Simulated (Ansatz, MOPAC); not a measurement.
Gas-phase reaction in SMILES: CC[O][GeH3] [ethoxygermane] + H+ -> CC[OH+][GeH3] (at O, the best of the heteroatom sites tried; carbon was not tried)

Property: proton affinity (enthalpy at 298 K), in kcal/mol. Positive where the reaction releases energy. Terms: 6-31G* and kin with 6d, 5d where marked; no dispersion term unless named; valence correlation only (noble-gas shells and the d and f shells of earlier blocks); no spin-orbit coupling; non-relativistic; LANL2DZ with its own core potentials from Na on. First-principles rows: single points at B3LYP-D3(BJ) geometries (Ansatz, an electronic-structure program), with unscaled harmonic terms from B3LYP/6-31G* (LANL2DZ past Ar) (Ansatz) at its own minima. Semi-empirical rows: MOPAC heats of formation at their own minima for 298 K, the proton's as measured.

| level | program | proton affinity (enthalpy at 298 K) (kcal/mol) |
|---|---|---|
| AM1 | MOPAC | 200.3 |
| SVWN5/6-31G* | Ansatz | 195.2 |
| SVWN5/6-31G* with LANL2DZ past Ar | Ansatz | 197.1 |
| PBE/def2-SVP | Ansatz | 202.6 |
| B3LYP/6-31G* with LANL2DZ past Ar | Ansatz | 203.9 |
| PBE0/6-31G* | Ansatz | 202.6 |
| MP2/6-31G* with LANL2DZ past Ar | Ansatz | 202.4 |
| PBE0/def2-TZVPD | Ansatz | 202.5 |
| B2PLYP-D3(BJ)/def2-TZVPD | Ansatz + dftd3 | 201.8 |

No value to compare with is used here. The 7 habitual levels span 195.2 (SVWN5/6-31G*) to 203.9 kcal/mol (B3LYP/6-31G* with LANL2DZ past Ar); PBE0/def2-TZVPD gives 202.5.

The levels are drawn from those run, B3LYP/6-31G* more often than the rest, none by its result; left out are runs that failed, that the program found above a lower state of the same kind, or whose <S^2> lies over 0.5 above the pure value.
